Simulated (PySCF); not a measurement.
Isomers of CH6ClFSi2, one GFN2-xTB conformer each. Single-point energies are computed at PBE0/pcSseg-1 (PySCF, gas phase, no added dispersion term), electronic only.

**Question.** Rank them by PBE0/pcSseg-1 energy, lowest first (kJ/mol).
A. `[F:1][SiH2:2][SiH2:3][CH2:4][Cl:5]` with F1–Si2–Si3–C4 55°, Si2–Si3–C4–Cl5 177°
B. `[F:1][Si@H:2]([Cl:3])[CH2:4][SiH3:5]` with F1–Si2–C4–Si5 54°
C. `[CH3:1][SiH2:2][Si@@H:3]([F:4])[Cl:5]` with C1–Si2–Si3–F4 -117°
D. `[F:1][CH2:2][Si@H:3]([SiH3:4])[Cl:5]` with F1–C2–Si3–Si4 -57°

**Answer.** B (0.0), C (18.5), A (197.4), D (232.5).

As drawn, the lowest has an Si–F bond, which the highest lacks; the highest has an Si–Si bond, which the lowest lacks. GFN2-xTB itself gives, in the same order: 0.0, 18.1, 147.2, 203.3. Both levels put the same isomer lowest; measured from each level's own lowest isomer, the values differ by up to 50.2 kJ/mol (F[SiH2][SiH2]CCl: 147.2 against 197.4).

**Question.** Which frontier levels, dipoles and rotational constants go with these structures?

**Answer.** 
| SMILES | HOMO (eV, PBE0/pcSseg-1) | LUMO (eV) | dipole (D) | A, B, C (MHz) |
| --- | --- | --- | --- | --- |
| F[Si@H](Cl)C[SiH3] | -8.94 | 0.43 | 2.27 | 3261, 1482, 1246 |
| C[SiH2][Si@@H](F)Cl | -8.50 | -0.88 | 2.39 | 3034, 1596, 1158 |
| F[SiH2][SiH2]CCl | -8.09 | -1.06 | 1.71 | 6626, 853.9, 793.9 |
| FC[Si@H]([SiH3])Cl | -8.33 | -0.67 | 0.32 | 2237, 1769, 1063 |
